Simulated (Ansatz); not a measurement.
Geometry optimisation, RKS B3LYP/6-31G* (Ansatz 0.2.0).

input.yaml

```yaml
crystal:
  periodic: [false, false, false]
  atoms:
    - { symbol: B, position_ang: [0.0, 0.0, 0.0] }
    - { symbol: F, position_ang: [0.0, 0.0, 1.67] }
    - { symbol: O, position_ang: [1.2211, 0.0, -0.705] }
    - { symbol: H, position_ang: [1.5209, -0.9519, -0.8599] }
    - { symbol: F, position_ang: [-1.1431, 0.0, -0.66] }
    - { symbol: H, position_ang: [0.0668, 1.4124, 0.4698] }
    - { symbol: H, position_ang: [0.0526, 1.1131, 1.3144] }
basis:
  gaussian: { orbitals: "6-31G*" }
hamiltonian:
  xc: b3lyp
relax:
  f_tol: 0.15
  max_steps: 25
  restrain:
    - { distance: [0, 5], at: 1.19, k: 30.0 }
    - { distance: [6, 1], at: 0.92, k: 30.0 }
    - { distance: [0, 1], at: 2.52, k: 30.0 }
    - { distance: [6, 5], at: 1.86, k: 30.0 }
```

Run as:

```bash
$ ansatz run input.yaml --threads 1 --pin off --max-ram 2048MiB --backend cpu --events-out ev --progress --plain --runs-dir out
```

Where does it end, and by what steps?

The run converged. The restraints hold the end off the free minimum. After 7 steps the energy has fallen by 2.223 eV (the restraints' own energy left out); B1 moved furthest, 0.57 Å. Joined: F2–H7 (1.17 → 0.93 Å).

| step | energy less start (eV) | largest force component (eV/Å) | accepted |
| --- | --- | --- | --- |
| 0 | 0.0000 | 4.152 | yes |
| 1 | -0.4537 | 5.186 | yes |
| 2 | -1.4828 | 3.782 | yes |
| 3 | -1.9556 | 1.688 | yes |
| 4 | -2.1348 | 1.020 | yes |
| 5 | -2.1336 | 1.078 | no |
| 6 | -2.2131 | 0.242 | yes |
| 7 | -2.2232 | 0.292 | yes |

```xyz
7
Properties=species:S:1:pos:R:3
B 0.088 0.410 -0.387
F -0.088 0.050 2.103
O 1.321 -0.083 -0.628
H 1.284 -0.974 -1.013
F -1.009 -0.256 -0.750
H 0.000 1.508 0.069
H 0.121 0.919 1.834
```

Run time: 17 s on 1 thread of Arm Neoverse V1, with other jobs on the host, peak memory 0.13 GiB.
